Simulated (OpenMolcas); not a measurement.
Mn3+ among 4 point charges of -1.5 e arranged as a tetrahedron (Td).

```yaml
Program: OpenMolcas 26.06
Method: CASSCF
Basis: ANO-RCC-VDZP [5s4p2d1f]
Scalar_Hamiltonian: DKH2, point nucleus
Active_space: 4 electrons in 5 orbitals (3d)
State_averaging: 2S+1 = 5 even, 5 roots; 2S+1 = 3 even, 45 roots; 2S+1 = 1 even, 50 roots
Spin-orbit_coupling: state interaction with AMFI integrals over the reference wave functions
```

All point charges move together. At R = 1.91 Å the first state of the same spin is 1352 cm-1, and at R = 2.07 Å it is 933.3 cm-1.

Problem. A third run gives 604.1 cm-1. What distance was it run at?

Solution. With a power law R^-n the two known points give n = -ln(933.3 / 1352) / ln(2.07 / 1.91) = 4.61. Then R = 1.91 × (1352 / 604.1)^(1/4.61) = 2.275 Å. The run was at 2.27 Å, so the estimate is off by +0.005 Å.

An orbital triplet at a regular site is open to Jahn-Teller coupling, which can distort the site and quench the lowest spin-orbit gaps and is left out. Without dynamic correlation the repulsion within the d shell is too large (B by tens of per cent), so at a given field states of lower spin stand too high. The ground term spreads over less than 5000 cm-1, several times less than with real ligands, so orbital moments are less quenched and χT lies further from the spin-only value than at real sites. This is an electrostatic model: the charges have no orbitals. A group larger than the point group allows holds several states that coincide in this model. No measured value stands beside these numbers.
